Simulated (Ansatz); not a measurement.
`CB(N)P` and `CB(N)[SiH2][SiH3]` differ in one atom or group.

Ansatz, PBE0-D4/def2-TZVP geometries, multiplicity 1. Each molecule was computed in one conformer, which needn't be the lowest.

```
                                      property  `CB(N)P`
            LUMO energy (PBE0/def2-TZVPP) / eV      0.33
         HOMO–LUMO gap (B3LYP/def2-TZVPP) / eV      6.76
           HOMO energy (B3LYP/def2-TZVPP) / eV     -6.67
             LUMO energy (PBE/def2-TZVPP) / eV     -0.60
           HOMO–LUMO gap (PBE/def2-TZVPP) / eV      5.15
size of the dipole moment (PBE/def2-TZVPP) / D      2.30
```

**Question.** What does the change do to each property? (Best estimate.)

**Answer.** Computed: 
```
                                      property  `CB(N)[SiH2][SiH3]`  shift
            LUMO energy (PBE0/def2-TZVPP) / eV                -0.39  -0.72
         HOMO–LUMO gap (B3LYP/def2-TZVPP) / eV                 6.72  -0.04
           HOMO energy (B3LYP/def2-TZVPP) / eV                -7.27  -0.60
             LUMO energy (PBE/def2-TZVPP) / eV                -1.28  -0.68
           HOMO–LUMO gap (PBE/def2-TZVPP) / eV                 5.07  -0.08
size of the dipole moment (PBE/def2-TZVPP) / D                 2.56   0.26
```

With PBE0 the HOMO falls by 0.58 eV and the LUMO falls by 0.72 eV, so the gap narrows by about 0.14 eV. PBE moves the HOMO by -0.58 eV and ωB97M-V by -0.48 eV. Dipoles are sizes alone; their direction can turn.

B3LYP here is the variant with VWN-RPA as its local correlation; programs differ in this.
